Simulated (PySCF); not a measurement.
CHF, SMILES [CH]F (connectivity only; charge and spin as stated), neutral, multiplicity 1. Coordinates come from a PBE-D3(BJ)/def2-TZVPD optimisation. The isomer is the one that the SMILES or the coordinates give; other isomers of the formula were not compared.

Level of theory: PBE-D3(BJ)/def2-TZVPD in PySCF 2.14.0.

Harmonic wavenumbers (cm⁻¹): 1157, 1391, 2645. Rotational constants (GHz): 453.7, 36.08, 33.43; symmetry number 1.

### Question
Work out the zero-point energy and the ideal-gas rigid-rotor harmonic-oscillator thermochemistry at 298.15 K and 1 atm.

### Answer
ZPE = ½ Σ hcν = ½ × 5193 cm⁻¹ = 31.06 kJ/mol. H − E(el) = 41.05 kJ/mol. Entropy in J/(mol K): translation 151.98, rotation 71.23, vibration 0.28, total 223.50. G − E(el) = -25.59 kJ/mol. Cp = 34.70 J/(mol K).
